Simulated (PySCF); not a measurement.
Compound: C₃H₆BFO.
Structure used (PBE0-D3(BJ)/def2-SVP), in Å, numbered top down from 1:
```xyz
12
C3H6BFO angstrom
B      2.481    0.160   -0.512
C      1.304   -0.538    0.134
F      1.446   -1.676    0.833
C      0.048   -0.020    0.029
O     -1.018   -0.587    0.564
C     -2.249    0.086    0.418
H      2.268    1.178   -1.128
H      3.600   -0.281   -0.419
H     -0.091    0.909   -0.535
H     -3.034   -0.601    0.755
H     -2.435    0.357   -0.635
H     -2.277    0.997    1.040
```

Level of theory: PBE0-D3(BJ)/def2-SVP geometry optimisation, gas phase in PySCF 2.14.0.

Masses are those of the commonest isotopes; rigid-rotor values at the optimised geometry. The values belong to one conformer with, in the numbering `[BH2:1]/[C:2]([F:3])=[CH:4]/[O:5][CH3:6]`, C2–C4–O5–C6 178°.

Q: What are A, B and C (cm⁻¹)?

A: Ia = 59.47, Ib = 244.58, Ic = 300.76 u·Å²; 505379 MHz·u·Å²/I gives 8497, 2066 and 1680 MHz, that is A = 0.28344, B = 0.06892, C = 0.05605 cm⁻¹.

Q: Classify the top.

A: An asymmetric top. Ray's parameter κ = (2B − A − C)/(A − C) = -0.887; −1 is the prolate and +1 the oblate limit.

Q: What does the inertial defect say?

A: Not planar: Δ = Ic − Ia − Ib = -3.30 u·Å². For a rigid frame Δ = −2 Σ m c², so Σ m c² = 1.65 u·Å² lies off the ab plane: 1.63 from hydrogen and 0.02 from heavier atoms. The atom farthest from that plane is 1.01 Å away.

Q: Give the other two planar moments, Paa and Pbb, and the rms extents of the mass along the axes.

A: Paa = Σ m a² = (Ib + Ic − Ia)/2 = 242.93 and Pbb = Σ m b² = (Ia + Ic − Ib)/2 = 57.83 u·Å². With the mass M = 88.05 u, the rms extents √(P/M) along a, b and c are 1.66, 0.81, 0.14 Å.

Q: Where do the levels up to J = 5 lie, in MHz?

A: Above 0(0,0):
J = 1: 1(0,1) 3747, 1(1,1) 10178, 1(1,0) 10564
J = 2: 2(0,2) 11223, 2(1,2) 17285, 2(1,1) 18443, 2(2,1) 37736, 2(2,0) 37753
J = 3: 3(0,3) 22396, 3(1,3) 27936, 3(1,2) 30251, 3(2,2) 48976, 3(2,1) 49060, 3(3,1) 82107, 3(3,0) 82108
J = 4: 4(0,4) 37216, 4(1,4) 42118, 4(1,3) 45975, 4(2,3) 63950, 4(2,2) 64201, 4(3,2) 97126, 4(3,1) 97130, 4(4,1) 143466, 4(4,0) 143466
J = 5: 5(0,5) 55621, 5(1,5) 59818, 5(1,4) 65594, 5(2,4) 82646, 5(2,3) 83224, 5(3,3) 115913, 5(3,2) 115926, 5(4,2) 162236, 5(4,1) 162236, 5(5,1) 221819, 5(5,0) 221819
Those of J = 1 are B + C, A + C and A + B.

Q: Which types of transition are allowed, and where do some lines up to J = 3 fall?

A: The dipole components are |μa| = 3.96 D, |μb| = 1.72 D, |μc| = 0.03 D. Intensities carry the squares of the components, which stand as 1.00 : 0.19 : 0.00 (a : b : c). Some of the stronger lines:

| type | branch | J(Ka,Kc) | MHz | lower level (cm⁻¹) |
| --- | --- | --- | --- | --- |
| a | Q | 2(1,1) ← 2(1,2) | 1158 | 0.577 |
| a | Q | 3(1,2) ← 3(1,3) | 2315 | 0.932 |
| a | R | 1(0,1) ← 0(0,0) | 3747 | 0.000 |
| b | R | 3(0,3) ← 2(1,2) | 5111 | 0.577 |
| b | Q | 1(1,0) ← 1(0,1) | 6817 | 0.125 |
| b | Q | 2(1,1) ← 2(0,2) | 7220 | 0.374 |
| b | Q | 3(1,2) ← 3(0,3) | 7855 | 0.747 |
| a | R | 2(1,1) ← 1(1,0) | 7879 | 0.352 |
| b | R | 1(1,1) ← 0(0,0) | 10178 | 0.000 |
| a | R | 3(1,3) ← 2(1,2) | 10651 | 0.577 |
| a | R | 3(0,3) ← 2(0,2) | 11173 | 0.374 |
| a | R | 3(2,2) ← 2(2,1) | 11240 | 1.259 |
| a | R | 3(2,1) ← 2(2,0) | 11307 | 1.259 |
| a | R | 3(1,2) ← 2(1,1) | 11808 | 0.615 |
| b | R | 2(1,2) ← 1(0,1) | 13538 | 0.125 |
| b | R | 3(1,3) ← 2(0,2) | 16713 | 0.374 |
| b | Q | 3(2,1) ← 3(1,2) | 18809 | 1.009 |
| b | Q | 2(2,0) ← 2(1,1) | 19310 | 0.615 |
| b | Q | 2(2,1) ← 2(1,2) | 20451 | 0.577 |
| b | R | 2(2,1) ← 1(1,0) | 27173 | 0.352 |
| b | R | 3(2,2) ← 2(1,1) | 30533 | 0.615 |
| b | R | 3(2,1) ← 2(1,2) | 31775 | 0.577 |
| b | Q | 3(3,0) ← 3(2,1) | 33047 | 1.636 |
| b | Q | 3(3,1) ← 3(2,2) | 33131 | 1.634 |
| b | R | 3(3,1) ← 2(2,0) | 44354 | 1.259 |

No frequency check. These are rigid-rotor constants of the computed structure; measured ground-state constants (B0) also hold zero-point vibration. A rigid rotor knows nothing of internal rotation, which can split or shift real lines. Quadrupole hyperfine structure (11B) is left out.
